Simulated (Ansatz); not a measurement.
The cluster PSe2, relaxed as a quartet with UKS PBE-D4/def2-TZVP in Ansatz, starting from the PBE-D4/def2-TZVP geometry of the neutral doublet. Force threshold 0.02 eV/Å.

The relaxation made no stability test and no search for a lower SCF solution. At PBE-D4/def2-TZVP a doublet of charge 0 lies 1.05 eV below the quartet, each at its own geometry. The structure comes from a short search, and lower isomers may exist.

Start:

```xyz
3

P     0.8383    0.4762   -0.8216
Se   -0.3088    0.7473    1.0944
Se   -0.5294   -1.2235   -0.2728
```

```json
{"step": "1", "energy (eV)": "-139963.4515", "largest force component (eV/Å)": "2.465", "SCF passes": "17"}
{"step": "2", "energy (eV)": "-139963.9995", "largest force component (eV/Å)": "0.276", "SCF passes": "26"}
{"step": "3 (rejected)", "energy (eV)": "-139963.9550", "largest force component (eV/Å)": "0.833", "SCF passes": "27"}
{"step": "4", "energy (eV)": "-139964.0229", "largest force component (eV/Å)": "0.019", "SCF passes": "21"}
```

Force components are those of the run's own axes.

End:

```csv
atom,x (Å),y (Å),z (Å)
P1,0.772,0.439,-0.757
Se2,-0.256,0.945,1.186
Se3,-0.516,-1.384,-0.430
```

By distances, no bond broke or formed. The bond that changes most is Se2–Se3, from 2.41 to 2.85 Å (atoms count from 1).

No frequencies were taken in this run, so the end may be a saddle point.

Run time 4.7 s (4 threads of Arm Neoverse V2 on a shared host).
